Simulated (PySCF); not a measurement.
Species: C4H8F2Si.
Cartesian coordinates in Å at the PBE0-D3(BJ)/def2-SVP level; atoms count from 1:
```xyz
15
C4H8F2Si angstrom
F     -0.2846   -1.7032   -1.5387
C     -0.5650   -1.1824   -0.2757
C     -0.9177    0.2906   -0.4226
C      0.3748    1.0690   -0.6817
C      1.3615    0.7369    0.4290
F      0.9786    1.4163    1.5847
Si     1.0811   -1.1447    0.7214
H     -1.3933   -1.7671    0.1564
H     -1.3702    0.6436    0.5197
H     -1.6647    0.4288   -1.2212
H      0.2112    2.1572   -0.7333
H      0.8037    0.7515   -1.6475
H      2.3890    1.0463    0.1778
H      2.1111   -2.0172    0.0875
H      0.9316   -1.4552    2.1721
```

Linear response at CAM-B3LYP/def2-SVPD (PySCF, frozen core in the response, non-relativistic). Isolated species at its PBE0-D3(BJ)/def2-SVP geometry (one conformer only).

Static isotropic polarisability: 72.86 au (10.80 Å³), principal values 66.9, 72.4, 79.2 au.

What is the polarisability at 1064 nm and at the sodium D line?

73.40 au at 1064 nm (+0.7 %), 74.68 au at 589.3 nm (+2.5 %). The rise at 589.3 nm is 3.34 times that at 1064 nm; a pure ω² law gives 3.26. The lowest singlet lies at 169 nm, shorter than both wavelengths.

What is the isotropic C6 coefficient between two such molecules, C6 = (3/π)∫α(iω)² dω?

2272 au (Eh·bohr⁶) by a ten-point quadrature over imaginary frequencies, which is 1360 eV·Å⁶ or 131 J·nm⁶/mol.

Which effective excitation energy ω̄ makes London's formula C6 = (3/4)α²ω̄ exact here?

ω̄ = 4·C6/(3α²) = 0.571 Eh = 15.5 eV. A one-pole form α(ω) = α/(1 − ω²/ω̄²) fitted to the 1064 nm value gives 13.5 eV. London's choice of the ionisation energy (10.30 eV, ΔSCF at the same level) gives C6 = 1510 au, 34 % too low.

What does −C6/R⁶ come to at R = 10 Å between centres?

-130 J/mol. This is the leading, orientation-averaged term; C8 and higher terms are left out.

What three-body coefficient follows from the one-pole estimate C9 = (3/4)·α·C6?

124000 au. This is an estimate from the two numbers above, not a computed integral.

What n − 1 at the D line would an ideal gas of it have at 273.15 K and 1 atm (2.6868 × 10¹⁹ cm⁻³), by n − 1 = 2π·N·α′?

18.68 × 10⁻⁴, a formal value whether or not that pressure can be reached.
